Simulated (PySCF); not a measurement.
**Orbital picture of TlBr**

PBE0 at R = 2.674 Å; PySCF, scalar-relativistic core potentials, basis sets Tl def2-SVP with ECP60, Br def2-SVP. State: ¹Σ⁺ (singlet), closed shell. Only the outer orbitals are listed, counted within each symmetry, core potentials removing the inner ones.

```
orbital  occ.  ε (eV)  on Tl (%)            main shells (%)
    11σ     2  -11.33         82           81 Tl s, 16 Br p
     6π     2   -7.24          6                    94 Br p
     6π     2   -7.24          6                    94 Br p
    12σ     2   -7.14         33  66 Br p, 17 Tl p, 15 Tl s
     7π     0   -1.79         95                    95 Tl p
     7π     0   -1.79         95                    95 Tl p
    13σ     0   -0.08         93           88 Tl p, 11 Br p
```

Question: Which are the highest filled and the lowest empty level, where do they sit, and how wide is the gap?

Answer: Highest filled 12σ at -7.14 eV (in %: 66 Br p, 17 Tl p, 15 Tl s); lowest empty 7π at -1.79 eV (in %: 95 Tl p); the gap at PBE0 is 5.35 eV.

- bond order (Mayer): 0.99
- ⟨S²⟩: 0.000
- charge on Tl (Mulliken, basis-dependent): 0.43
- charge on Tl (Löwdin, basis-dependent): 0.22
- dipole moment (positive dipole means Tl(−)Br(+)): -4.47 D
- polarisability along the bond: 81.6 bohr³
- polarisability across the bond: 36.1 bohr³

These are scalar-relativistic numbers at best; spin–orbit coupling would shift them, the dissociation energy most.
